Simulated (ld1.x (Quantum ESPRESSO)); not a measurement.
**What one change does to a pseudopotential (Ni, TM)**

ld1.x (Quantum ESPRESSO) 7.5 input, shortened:

```
&input
   title='Ni', zed=28., rel=1, dft='PBESOL', iswitch=3,
   config='[Ar] 3d8 4s0.5 4p0'
 /
 &inputp
   pseudotype=2, tm=.true., lloc=-1, rcloc=0.75,
   nlcc=.true.
 /
3
4S  1  0   0.50   0.00  1.65  1.65  0.0
3P  2  1   6.00   0.00  0.95  0.95  0.0
3D  3  2   8.00   0.00  1.65  1.65  0.0
 &test
   configts(1)='3p6 3d8 4s0.5 4p0'
 /
```

Change: functional LDA (PZ).

Cutoffs: the cutoffs (Ry, on a coarse ladder) from which the occupation-weighted sum of valence levels, in a spherical-Bessel basis at the reference potential, stays within 10 and 1 mRy of its value at 400 Ry; they do not see the model core or the augmentation charge, which bear on the density cutoff. Errors are all-electron minus pseudo energies relative to the spin-unpolarised reference configuration.

Problem. Predict the effect on cutoff, ghosts and configuration errors.

Solution. The potential gets neither clearly harder nor softer (140 Ry and 180 Ry → 140 Ry and 180 Ry); both files keep a bound ghost (s); the number of tests with a reliable result goes from 7 to 9; of the 7 tests that both files solve, the error grows in 3 and shrinks in 1 by more than 15 % and 0.3 meV (median size 5.0 → 5.6 meV).

```tsv
quantity	base	changed
cutoff, loose	140 Ry	140 Ry
cutoff, tight	180 Ry	180 Ry
bound ghosts	s	s
error for 3p6 3d8 4s2 4p0, meV [ΔE -16.93 → -17.38 eV]	+0.8	+1.8
error for 3p6 3d8 4s1 4p0, meV [ΔE -7.60 → -7.78 eV]	+0.1	+0.4
error for 3p6 3d8 4s0 4p0, meV [ΔE 9.66 → 9.88 eV]	-2.8	-2.4
error for 3p6 3d9 4s1 4p0, meV [ΔE -18.54 → -19.01 eV]	+5.0	+5.6
error for 3p6 3d7 4s2 4p1, meV [ΔE -6.35 → -6.73 eV]	+17	+23
error for 3p6 3d7 4s2 4p0, meV [ΔE -0.78 → -0.98 eV]	-16	-9.4
error for 3p6 3d8 4s1 4p1, meV [ΔE -12.30 → -12.71 eV]	+16	+16
s: phases at 1.80 bohr within 0.05 rad from the reference energy up to (Ry; the scan ends near 5)	-0.3	-0.3
p: phases at 1.80 bohr within 0.05 rad from the reference energy up to (Ry; the scan ends near 5)	to the end of the scan	to the end of the scan
d: phases at 1.80 bohr within 0.05 rad from the reference energy up to (Ry; the scan ends near 5)	1.4	1.3
```

 A true bound ghost makes a file unfit for plane-wave use even where its test errors are small: the radial tests pick states by their node count and pass the ghost by.
